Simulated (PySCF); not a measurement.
System: C4H3NOS (charge 0, singlet). 
Coordinates optimised at B3LYP-D3(BJ)/def2-TZVP (Ansatz):
```
C
C 1 1.3706
N 1 1.3750 2 115.22
C 3 1.2936 1 110.89 2 0.00
H 2 1.0770 1 127.19 3 -180.00
H 4 1.0802 3 124.44 1 -180.00
C 1 1.4725 2 125.19 5 0.00
O 7 1.2083 1 124.08 2 0.00
H 7 1.1058 8 122.04 1 -180.00
S 2 1.7045 5 122.87 1 180.00
```

Dispersion corrections to the total energy (kcal/mol) from the dftd3 and dftd4 libraries through PySCF: D3(BJ) without and D4 with the three-body term, each with the damping fitted for the functional named.

```
functional      D3(BJ)          D4
----------  ----------  ----------
LC-wPBE          -6.25       -7.56
PW6B95      (withheld)       -6.03
PBE              -6.54  (withheld)
TPSS             -8.31       -9.22
TPSSh       (withheld)       -8.35
HF              -54.25      -25.36
r2SCAN           -1.82       -1.67
```

**Question.** Complete the blanks.

**Answer.** 
- PW6B95, D3(BJ): -3.37
- PBE, D4: -6.80
- TPSSh, D3(BJ): -7.64
